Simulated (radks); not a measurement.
Mo XXXVIII, 5 electrons, occupied as [He] 2s2 2p1. Calculated with a radial shooting solver on a logarithmic mesh with Libxc functionals: scalar-relativistic Kohn-Sham, BLYP, spin-polarised, spherical densities, finite nucleus; open shells are filled with parallel spins first (spin-orbit coupling, left out, can overturn this in heavy ions); Fermi nuclear charge, rms radius 4.4091 fm.

Unscreened Slater integrals over Kohn-Sham orbitals (cm^-1). They are taken over the spin-up orbitals.

integral,value
"F0(2p,2p)",1609700
"F2(2p,2p)",771920
"F0(2p,2s)",1462500
"G1(2p,2s)",817680
"F0(2p,1s)",2171100
"G1(2p,1s)",428790
"F0(2s,2s)",1371300
"F0(2s,1s)",1923600
"G0(2s,1s)",196250
"F0(1s,1s)",5901400

Derived for the open shells (J is the average intra-shell exchange parameter used in DFT+U). 2p: J = F2/5 = 154400 cm^-1.
